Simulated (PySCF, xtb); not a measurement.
arsine (AsH₃), SMILES [AsH3].

Geometry optimised at B3LYP-D3(BJ)/def2-TZVPD.

The numbers are results of C-PCM-B3LYP/def2-TZVPD (PySCF), not measurements.

The values are the electrostatic part of the solvation free energy, E(continuum) − E(gas) at the gas-phase geometry, in a cavity of scaled van der Waals radii (PySCF's table); cavitation and dispersion terms are not included. In vacuum the orbital gap is 7.54 eV. The dipole moment in vacuum is 0.23 D.

Q: Estimate the values in water (ε = 78.36), acetone (ε = 20.49), methanol (ε = 32.61). (Estimate from the structure and the level; the computed values follow.)

A: 
```tsv
solvent	ε	ΔG(elec) (kcal/mol)	dipole (D)	gap (eV)
water	78.36	-0.6	0.38	7.58
acetone	20.49	-0.5	0.38	7.57
methanol	32.61	-0.5	0.38	7.57
```

For comparison, GFN2-xTB/ALPB(water) (xtb, at the GFN2-xTB geometry, all terms of that model) gives -0.8 kcal/mol.
